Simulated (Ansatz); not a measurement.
Mulliken charges of H₅NOSSi, SMILES `N[SiH](O)S` from r2SCAN/def2-TZVPP in Ansatz (PBE0-D4/def2-TZVP geometry).

| atom | x (Å) | y (Å) | z (Å) | charge (e) |
| --- | --- | --- | --- | --- |
| N1 | -0.393 | 0.535 | -1.268 | -0.442 |
| Si2 | 0.340 | -0.084 | 0.130 | 0.633 |
| O3 | 0.627 | -1.700 | 0.026 | -0.399 |
| S4 | -0.967 | 0.144 | 1.805 | -0.309 |
| H5 | 0.158 | 0.759 | -2.080 | 0.158 |
| H6 | -1.339 | 0.289 | -1.508 | 0.162 |
| H7 | 1.608 | 0.661 | 0.319 | -0.112 |
| H8 | 0.997 | -2.137 | 0.796 | 0.200 |
| H9 | -0.942 | 1.487 | 1.762 | 0.109 |

Question: By hand: the dipole of these point charges (1 e Å = 4.8032 D).

Answer: Σ q r = (0.162, 0.172, -0.183) e Å, of length 0.299 e Å = 1.44 D.

Question: How does the dipole of the full density compare? (Best estimate.)

Answer: The calculation gave: (0.105, 0.093, -0.184) e Å, 1.11 D; the point charges give 1.30 times that, at 15° from its direction.

Point charges leave out the atoms' own dipoles, such as those of lone pairs, and Mulliken's split depends on the basis, so the two needn't agree.
